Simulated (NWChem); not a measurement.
A series in which one site is exchanged, each optimised at PBE0/def2-SVP with NWChem, gas phase unless a solvent is named. All stand in one matching conformer (torsions within 35°), which need not be the lowest. 

A: [CH3][Al]([OH])[F] (CH₄AlFO; site = Al)
B: [CH3][Ga]([OH])[F] (CH$_{4}$FGaO; site = Ga)
C: CB(O)F (CH4BFO; site = B)

Task: Rank them by orbital gap (eV), PBE0/def2-SVP, lowest first.

Result: B (8.63), A (8.85), C (10.99)
